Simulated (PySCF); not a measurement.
TDDFT excited states: C7H11BF2O2

Compound: C7H11BF2O2.
Structure used (PBE0-D3(BJ)/def2-SVP), in Å, numbered top down from 1:
```
atom  x, y, z in Å
O1     3.5549    1.0091    0.5667
C2     2.8901    1.1308   -0.4223
O3     1.7762    0.4625   -0.7013
C4     1.3214   -0.5025    0.2695
C5     0.5243    0.2009    1.3603
C6    -0.7452    0.8422    0.8138
C7    -1.6083   -0.1772    0.0431
B8    -2.8964    0.5312   -0.4879
F9    -3.1368    0.7073   -1.7759
F10   -3.8011    1.0171    0.3460
C11   -0.7947   -0.8780   -1.0473
C12    0.4758   -1.5089   -0.4892
H13    3.1204    1.8230   -1.2601
H14    2.2122   -0.9768    0.7082
H15    1.1661    0.9426    1.8595
H16    0.2627   -0.5537    2.1218
H17   -1.3254    1.2888    1.6361
H18   -0.4665    1.6709    0.1395
H19   -1.9498   -0.9324    0.7794
H20   -1.4054   -1.6472   -1.5459
H21   -0.5226   -0.1477   -1.8268
H22    0.2175   -2.3236    0.2086
H23    1.0776   -1.9556   -1.2959
```

Method: TDDFT PBE0/def2-SVPD, vertical, gas phase, core orbitals frozen in the response in PySCF 2.14.0, density-fitted response routines.

```json
{"state": "S1", "E (eV)": "5.89", "E (hartree)": "0.2164", "f": "0.0017", "main configurations (H = HOMO, L = LUMO)": "H→L (89%)"}
{"state": "S2", "E (eV)": "7.42", "E (hartree)": "0.2726", "f": "0.026", "main configurations (H = HOMO, L = LUMO)": "H-1→L+1 (57%), H-1→L (18%), H-2→L+1 (15%)"}
{"state": "S3", "E (eV)": "7.56", "E (hartree)": "0.2777", "f": "0.028", "main configurations (H = HOMO, L = LUMO)": "H-1→L (69%), H-1→L+1 (14%)"}
{"state": "S4", "E (eV)": "7.62", "E (hartree)": "0.2801", "f": "0.022", "main configurations (H = HOMO, L = LUMO)": "H-2→L (84%)"}
{"state": "S5", "E (eV)": "7.69", "E (hartree)": "0.2825", "f": "0.0072", "main configurations (H = HOMO, L = LUMO)": "H→L+1 (54%), H-2→L+1 (34%)"}
{"state": "S6", "E (eV)": "7.90", "E (hartree)": "0.2903", "f": "0.034", "main configurations (H = HOMO, L = LUMO)": "H-2→L+1 (30%), H→L+2 (27%), H→L+1 (11%)"}
{"state": "S7", "E (eV)": "7.91", "E (hartree)": "0.2906", "f": "0.0060", "main configurations (H = HOMO, L = LUMO)": "H-1→L+2 (56%), H→L+1 (13%), H-1→L+1 (8%)"}
{"state": "S8", "E (eV)": "7.96", "E (hartree)": "0.2924", "f": "0.012", "main configurations (H = HOMO, L = LUMO)": "H→L+2 (32%), H-2→L+2 (22%), H→L+1 (12%)"}
{"state": "S9", "E (eV)": "8.11", "E (hartree)": "0.2979", "f": "0.0017", "main configurations (H = HOMO, L = LUMO)": "H-2→L+2 (56%), H→L+4 (14%), H-1→L+2 (13%)"}
{"state": "S10", "E (eV)": "8.16", "E (hartree)": "0.3000", "f": "0.0003", "main configurations (H = HOMO, L = LUMO)": "H-3→L (47%), H-3→L+1 (27%)"}
```

Triplets, Tamm–Dancoff:

| state | E (eV) | λ (nm) | main configurations (H = HOMO, L = LUMO) |
| --- | --- | --- | --- |
| T1 | 5.30 | 234.1 | H→L (89%) |
| T2 | 5.94 | 208.8 | H-2→L (31%), H-1→L (21%), H-4→L (21%) |
| T3 | 6.75 | 183.6 | H-1→L+1 (55%), H-2→L+1 (24%) |
| T4 | 7.44 | 166.7 | H-1→L (50%), H-2→L (26%), H-6→L (11%) |

The lowest singlet comes at 211 nm (568 kJ/mol) in the ultraviolet; it is very weak; its leading configuration is HOMO→LUMO (89%). The strongest level in the table is S6 at 7.90 eV (157 nm, f = 0.034). S6/S7 lie within about 0.01 eV of each other. S1 has the pattern of n→π* at C=O. Orbital energies (eV): HOMO-3 -9.40, HOMO-2 -8.79, HOMO-1 -8.69, HOMO -8.39, LUMO -0.13, LUMO+1 0.08, LUMO+2 0.27. The oscillator strengths of these states sum to 0.140; summed over the whole spectrum of an exact calculation they would give the number of electrons, 92 (Thomas–Reiche–Kuhn). Weighted by f, the mean energy of these states is 7.67 eV. Singlets were solved by full linear response, triplets in the Tamm–Dancoff approximation.

One conformer stands for the species.
